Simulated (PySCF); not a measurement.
boric acid (H$_{3}$BO$_{3}$), singlet, at a GFN2-xTB geometry; DF-HF/6-311++G** run with PySCF.

Here is a job for PySCF.
```python
from pyscf import gto, scf

mol = gto.Mole()
mol.atom = '''
    O    -1.14257544   -0.76938954   -0.03182750
    B    -0.00770897   -0.03931797   -0.00346985
    O    -0.11414081    1.32224772    0.13027114
    O     1.17041255   -0.70476858   -0.10979414
    H    -1.93446708   -0.23864193    0.04760011
    H     0.69661442    1.82756308    0.14897985
    H     1.96682712   -0.17704808   -0.08842676
'''
mol.basis = '6-311++g**'
mol.verbose = 4
mol.build()

mf = scf.RHF(mol)
mf = mf.density_fit(auxbasis='def2-universal-jkfit')
mf.kernel()
mf.analyze()
```

Problem. Write the output that PySCF gives for this input, abridged.

Solution. 
```
PySCF version 2.14.0

[INPUT] verbose = 4
[INPUT] num. atoms = 7
[INPUT] num. electrons = 32
[INPUT] charge = 0
[INPUT] spin (= nelec alpha-beta = 2S) = 0
[INPUT] symmetry False subgroup None
[INPUT] Mole.unit = angstrom
[INPUT] Symbol           X                Y                Z      unit          X                Y                Z       unit  Magmom
[...]
nuclear repulsion = 116.75040021573
number of shells = 55
number of NR pGTOs = 167
number of NR cGTOs = 109
basis = 6-311++g**
ecp = {}

******** <class 'pyscf.df.df_jk.DFRHF'> ********
method = DFRHF
initial guess = minao
damping factor = 0
level_shift factor = 0
DIIS = <class 'pyscf.scf.diis.CDIIS'>
diis_start_cycle = 1
diis_space = 8
diis_damp = 0
SCF conv_tol = 1e-09
SCF conv_tol_grad = None
SCF max_cycles = 50
direct_scf = False
Set gradient conv threshold to 3.16228e-05
Initial guess from minao.
******** <class 'pyscf.df.df.DF'> ********
auxbasis = def2-universal-jkfit
init E= -251.821289255396
[...]
cycle= 1 E= -251.161088188238  delta_E= 0.66  |g|= 0.733  |ddm|= 2.15
[...]
cycle= 2 E= -251.243525931635  delta_E= -0.0824  |g|= 0.387  |ddm|= 0.953
[...]
cycle= 3 E= -251.266902428303  delta_E= -0.0234  |g|= 0.05  |ddm|= 0.295
[...]
cycle= 4 E= -251.267583002628  delta_E= -0.000681  |g|= 0.0095  |ddm|= 0.0563
[...]
cycle= 5 E= -251.267616546048  delta_E= -3.35e-05  |g|= 0.00252  |ddm|= 0.019
[...]
cycle= 6 E= -251.267618487904  delta_E= -1.94e-06  |g|= 0.0012  |ddm|= 0.00581
[...]
cycle= 7 E= -251.267618842325  delta_E= -3.54e-07  |g|= 0.000202  |ddm|= 0.00216
[...]
cycle= 8 E= -251.267618862433  delta_E= -2.01e-08  |g|= 4.42e-05  |ddm|= 0.000593
[...]
cycle= 9 E= -251.267618863271  delta_E= -8.38e-10  |g|= 1.24e-05  |ddm|= 6.09e-05
[...]
Extra cycle  E= -251.267618863325  delta_E= -5.39e-11  |g|= 5.77e-06  |ddm|= 2.54e-05
converged SCF energy = -251.267618863325
**** SCF Summaries ****
Total Energy =                        -251.267618863324799
Nuclear Repulsion Energy =             116.750400215729840
One-electron Energy =                 -577.786870182810503
Two-electron Energy =                  209.768851103755850
Two-electron Coulomb Energy =          239.631327053986297
DFT Exchange-Correlation Energy =      -29.862475950230447
HOMO-LUMO gap [eV] =                    14.592625478324347
**** MO energy ****
[...]
 ** Mulliken pop on meta-lowdin orthogonal AOs  **
 ** Mulliken pop  **
 ** Mulliken atomic charges  **
charge of    0O =     -0.58050
charge of    1B =      0.71005
charge of    2O =     -0.60594
charge of    3O =     -0.58086
charge of    4H =      0.35987
charge of    5H =      0.34989
charge of    6H =      0.34751
Dipole moment(X, Y, Z, Debye):  1.58977,  2.87491,  0.21639
```
